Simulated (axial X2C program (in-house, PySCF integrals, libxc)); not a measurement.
Nuclear properties of TeO⁻

Computed with an in-house all-electron X2C program for linear molecules (integrals from PySCF): two-component X2C with atomic mean-field Coulomb and Gaunt terms, Gaussian nuclei, basis Te dyall-acv3z, O dyall-av3z with contracted cores.

R = 1.889 Å (near the PBE0 minimum at charge -1 of the determinant lowest at the starting distance; the state shown can have its own minimum elsewhere).

Determinant lowest in the PBE0 search, Ω = 3/2 (⟨Sz⟩ = 0.50, ⟨Lz⟩ = 1.00 at PBE0), spin on the atoms Te 0.32, O 0.18:

```
level  Eeff magnitude (GV/cm)  Ws magnitude Te (kHz)  A∥/gI Te (MHz)  qzz Te (a.u.)  A∥/gI O (MHz)  qzz O (a.u.)
 PBE0                   0.268                  0.231             276           6.09            101          1.40
   HF                  0.0511                  0.171            64.5          10.50            234          0.41
TPSSh                   0.238                  0.215             278           6.09           90.7          1.40
PBE50                   0.365                  0.281             268           6.47            119          1.35
  LDA                  0.0706                 0.0802             311           6.14           84.2          1.38
```

Determinant 0.27 eV from it at PBE0 and this distance, Ω = 1/2 (⟨Sz⟩ = -0.50, ⟨Lz⟩ = 1.00 at PBE0), spin on the atoms Te -0.27, O -0.22:

| level | Eeff magnitude (GV/cm) | Ws magnitude Te (kHz) | A∥/gI Te (MHz) | qzz Te (a.u.) | A∥/gI O (MHz) | qzz O (a.u.) |
| --- | --- | --- | --- | --- | --- | --- |
| PBE0 | 1.2 | 1.01 | 2110 | 6.27 | 444 | 1.24 |
| HF | 0.243 | 0.725 | 619 | 10.93 | 647 | 0.32 |
| TPSSh | 1.15 | 0.969 | 2120 | 6.14 | 432 | 1.27 |
| PBE50 | 0.951 | 0.676 | 1880 | 7.14 | 486 | 1.10 |
| LDA | 1.69 | 1.65 | 2250 | 6.09 | 438 | 1.28 |

Eeff is the effective electric field on the electron electric dipole moment in this Ω state and Ws the scalar–pseudoscalar constant of the nucleus named (defined with the proton number Z and per Ω); A∥ (defined per Ω) follows by multiplying with gI = μI/(I μN); qzz is the electric field gradient, eQq0 = 234.96 MHz × Q/barn × qzz. The operators were transformed with the bare-nucleus X2C matrices; with these basis sets, hyperfine constants and field gradients can be off by tens of per cent, and where levels differ in sign neither size nor sign is settled.

Each state is one determinant with collinear spin. Unrestricted Hartree–Fock can overshoot spin polarisation at the nuclei. In the state Ω = 3/2 the sign of Eeff differs between levels (LDA against PBE0). In the state Ω = 1/2 the sign of Eeff differs between levels (HF against PBE0). For an anion, determinants above electron detachment, or with a positive highest level, are held by the basis set. Where Eeff spreads by more than a factor of two the levels disagree and none is to be relied on. The search compared states at one distance, so a state with another bond length can lie lower. The sign of Ws at Te differs between levels in the second state. Further determinants of the search, some of them spin-mixed, are not shown. Where a field gradient or hyperfine factor spreads by more than a factor of two over the levels, a constant derived from it is not to be relied on. PBE0 term energies can be off by some tenths of an eV.
